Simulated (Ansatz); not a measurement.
Energy needed to pull apart C$_{2}$H$_{3}$NSi (SMILES C=[Si]=C=N), closed shell, into free ground-state atoms, from the structure below (displaced at random from a GFN2-xTB minimum); no zero-point or spin–orbit terms; open-shell atoms are treated unrestricted, in their ground-state multiplicity.

```
7
angstrom
C -0.9820 1.4906 -0.1625
Si -0.0628 0.3618 0.3429
C 0.5783 -1.4426 -0.1489
N 1.6314 -1.9365 -0.1070
H -1.9797 1.3549 -0.8663
H -1.1252 2.5612 0.2861
H 2.4636 -2.0418 0.5456
```

Ansatz 0.2.0; basis: def2-TZVPP; cores frozen in the correlated methods.

| method | atomization energy (kcal/mol) |
| --- | --- |
| SPW92 | 695.8 |
| PBE-D4 | 612.9 |
| r2SCAN-D4 | 585.0 |
| PBE0-D4 | 585.3 |
| wB97X-V | 577.2 |
| wB97M-V | 582.5 |
| HF | ? |
| MP2 | 568.8 |
| CCSD | ? |
| CCSD(T) | 555.8 |

(1) What does HF give? (To be estimated.)

(2) What does CCSD give? (Judge from chemistry; the value comes from the calculation.)

T1 diagnostic: at most 0.021. The restricted Hartree–Fock reference is unstable towards an unrestricted one here.

## Answers

(1) Computed: 354.6 kcal/mol, which is about 201.1 kcal/mol less than CCSD(T)/def2-TZVPP.

(2) Computed: 537.6 kcal/mol, which is about 18.1 kcal/mol less than CCSD(T)/def2-TZVPP.

In triple zeta the MP2 and coupled-cluster atomization energies are still short of their basis limit by a few kcal/mol a bond, whereas those of the functionals are nearly converged, so these differences are not deviations from converged CCSD(T).

For scale, one of the runs: CCSD(T)/def2-TZVPP forces, 177 basis functions (an equivalent command: `ansatz run in.yaml --threads 4`). Hardware: 4 CPU threads, shared host. Wall time 85 s; peak host memory 3.1 GiB.
